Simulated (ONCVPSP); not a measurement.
# Hardness and transferability of assorted potentials

Generated with ld1.x 7.5 (TM, RRKJ, ultrasoft, PAW), atompaw 4.2 or ONCVPSP 4.0.1. The cutoff is in Ry: for ld1.x and atompaw files where the sum of valence levels is converged to 10 mRy in a Bessel basis, for ONCV files where the hardest occupied wave has 1 mHa per electron of residual kinetic energy. The error is the largest all-electron minus pseudo excitation energy over each file’s own four to seven test configurations (ionisations up to +4, promotions, holes and added fractions of an electron), all of which were solved. The labels leave out finer settings (local radius, basis sizes, second energies), which also bear on the numbers. Spin-polarised tests are not counted. The rows are a selection from randomly drawn settings: files with unsolved tests, undetermined cutoffs or missed reference levels are left out.

A true bound ghost makes a file unfit for plane-wave use even where its test errors are small: the radial tests pick states by their node count and pass the ghost by.

```tsv
element	potential	cutoff (Ry)	largest error (meV)	bound ghosts
Be	ONCV, PBE, non-relativistic, rc 0.65/0.55/0.70 (spd), local smoothed, core correction no, reference 1s2 2s1.75, qcut 19.8/15.6/14, projectors 2/2/1	264	+1.6	none
B	ONCV, LDA (Perdew-Zunger), scalar-relativistic, rc 1.60/2.85/2.80 (spd), local s, core correction yes, reference 2s2 2p1, qcut 3.9/4.2/3.3, projectors 0/2/2	36	+291	none
Ru	ONCV, PBEsol, scalar-relativistic, rc 1.60/1.60/2.00 (spd), local smoothed, core correction no, reference 4s2 4p6 4d7 5s0.75, qcut 7.1/9.8/8.2, projectors 3/2/1	52	-3.4	none
Rh	ONCV, PBE, scalar-relativistic, rc 1.60/1.60/2.20 (spd), local smoothed, core correction yes, reference 4s2 4p6 4d8 5s1, qcut 6.7/9.1/8.3, projectors 2/2/2	42	+24	s
```

(1) Fill in the row for Mg: ONCV, Wu-Cohen, non-relativistic, rc 1.15/1.10/1.05 (spd), local smoothed, core correction yes, reference 2s2 2p6 3s1.75, qcut 11.6/10.1/10, projectors 3/2/2.

(2) Fill in the row for Bi: ONCV, PBEsol, scalar-relativistic, rc 1.25/1.70/1.35 (spd), local smoothed, core correction no, reference 5s2 5p6 5d10 6s2 6p3, qcut 10.1/9.3/8.8, projectors 2/2/2.

(3) Fill in the row for Sc: ONCV, LDA (Perdew-Wang 92), scalar-relativistic, rc 2.70/2.25/2.35 (spd), local smoothed, core correction yes, reference 3d1 4s2, qcut 2.5/3.2/7.6, projectors 2/2/2.

Answers

(1) cutoff 256 Ry, largest error -1.4 meV, bound ghosts: none.

(2) cutoff 77 Ry, largest error -25 meV, bound ghosts: none.

(3) cutoff 38 Ry, largest error +4.7 meV, bound ghosts: p.
